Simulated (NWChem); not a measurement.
Species: SnH3F; SMILES [F][SnH3]

def2 effective core potentials on Sn; no spin-orbit coupling.

Problem. Give the equilibrium geometry at PBE0/def2-SVP with def2 effective core potentials on Sn (NWChem) as an XYZ file, with the point group.

Solution. point group C3v; any orientation.
```
5

Sn     0.0000     0.0000    -0.2150
F      0.0000     0.0000     1.7294
H      1.2405    -1.0855    -0.6620
H      0.3198     1.6170    -0.6620
H     -1.5603    -0.5315    -0.6620
```
